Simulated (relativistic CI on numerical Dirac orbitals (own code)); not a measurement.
## Spin-allowed bands of a d3 ion in an octahedral site, by hand

Problem. A d3 ion in an octahedral site has a 4A2 ground term and spin-allowed bands at ν1 = 18300 and ν2 = 23109 cm⁻¹ (from a computed ligand-field model). Find Δ and the Racah parameter B, and predict the third band.

Working.
1. The F term splits into A2 (−1.2Δ), T2 (−0.2Δ) and T1 (+0.6Δ), so ν1 = E(T2) − E(A2) = Δ = 18300 cm⁻¹.
2. T1(F) mixes with T1(P), which lies at 15B, through an element 0.4Δ. The two roots, counted from A2, are ν2,3 = ½(15B + 3Δ) ∓ ½√[(15B − Δ)² + 12BΔ].
3. Solving the lower root for B gives B = (2ν1² + ν2² − 3ν1ν2)/(15ν2 − 27ν1) = -64878219/-147465 = 440 cm⁻¹.
4. The sum of the roots is 15B + 3Δ, so ν3 = 15B + 3ν1 − ν2 = 38390 cm⁻¹ (260 nm).

Check. The bands were computed by exact diagonalisation of the d3 shell with B = 440 and Δ = 18300 cm⁻¹, which gives ν3 = 38391 cm⁻¹. C does not enter the terms of highest spin.
